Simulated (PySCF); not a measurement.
# Radial density of H (hydrogen, neutral)

UHF, 1s1, 2S determinant. Calculation: PySCF 2.14, in x2c-TZVPPall with one added diffuse shell each of s, p type (4s3p1d, 18 functions); the spin-free X2C one-electron Hamiltonian (Gaussian nucleus).

```
r (bohr)  4πr²ρ (e/bohr)  4πr²(ρα − ρβ)
  0.0274        0.002694         0.0027
  0.0461        0.007513         0.0075
  0.0776         0.02046         0.0205
   0.131         0.05269         0.0527
   0.220          0.1237         0.1237
   0.369          0.2607         0.2607
   0.621          0.4445         0.4445
    1.04          0.5423         0.5423
    1.76          0.3664         0.3664
    2.96         0.09339         0.0934
    4.97        0.005173         0.0052
```

Densities and radii are taken from the X2C orbitals without a picture-change correction, which distorts them close to the nucleus.
